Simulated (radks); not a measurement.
Results of a calculation; reference values are marked as such.
Task: Orbital eigenvalues (eV) of the europium ion Eu+, [Xe] 4f7 6s1, of relativity; Dirac values are averaged over j with weights 2j + 1. Spin-unpolarised spherical Kohn-Sham, PBE, point nucleus unless stated (finite: rms radius 5.1115 fm), a radial shooting solver on a logarithmic mesh with Libxc functionals. A level marked "c x" has the speed of light scaled by that factor and shares open shells by 2j + 1; other Dirac levels either fill j = l - 1/2 first or share by 2j + 1.

| shell | non-rel. |
|---|---|
| 2s | -7227.6 |
| 2p | -6870.2 |
| 3s | -1587.5 |
| 3p | -1429.2 |
| 3d | -1134.4 |
| 4s | -313.54 |
| 4p | -252.14 |
| 4d | -143.05 |
| 5s | -45.208 |
| 5p | -29.103 |
| 4f | -12.105 |
| 6s | -8.0237 |

Give the values at the level "Dirac, c x 0.85".

Result: 
shell  Dirac, c x 0.85  change of magnitude (%)
2s             -8266.2                   +14.37
2p             -7200.0                    +4.80
3s             -1827.1                   +15.09
3p             -1513.2                    +5.88
3d             -1116.9                    -1.54
4s             -370.95                   +18.31
4p             -271.29                    +7.59
4d             -139.88                    -2.21
5s             -53.662                   +18.70
5p             -30.723                    +5.57
4f             -7.7732                   -35.78
6s             -8.7918                    +9.57
